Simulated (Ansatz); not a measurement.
Ca4O4. The state is a triplet with charge 0. Geometry PBE-D4/def2-SVP, that of the neutral singlet; atoms count from 1.

```xyz
8

Ca    2.630   -0.232    0.752
Ca    0.765    0.124   -2.642
Ca   -2.632    0.187   -0.754
Ca   -0.762   -0.074    2.644
O    -2.280    0.073    1.267
O     2.280   -0.075   -1.267
O    -1.256    0.207   -2.280
O     1.256   -0.210    2.280
```

At PBE0-D4/def2-TZVP a singlet of charge 0 lies 2.94 eV below the triplet at the same geometry. The structure comes from a short search, and lower isomers may exist.

Estimate the Mulliken populations from the PBE0/def2-TZVP orbitals of Ansatz.


```tsv
atom	charge (e)	spin (α − β)
Ca1	1.09	0.17
Ca2	1.13	0.07
Ca3	1.09	0.17
Ca4	0.79	0.54
O5	-0.95	0.45
O6	-1.10	0.08
O7	-1.10	0.08
O8	-0.95	0.45
```
Mulliken values depend strongly on the basis.

Where does the spin sit?

Summed by element: Ca 0.95, O 1.05, of 2 unpaired in all. Largest on single atoms: Ca4 0.54, O8 0.45, O5 0.45.

And the Mayer bond orders between heavy atoms (over 0.3)?

Ca1–O6 0.73 (2.06 Å); Ca1–O8 0.52 (2.06 Å); Ca2–O6 0.67 (2.05 Å); Ca2–O7 0.67 (2.05 Å); Ca3–O5 0.52 (2.06 Å); Ca3–O7 0.73 (2.06 Å); Ca4–O5 0.55 (2.05 Å); Ca4–O8 0.55 (2.05 Å).
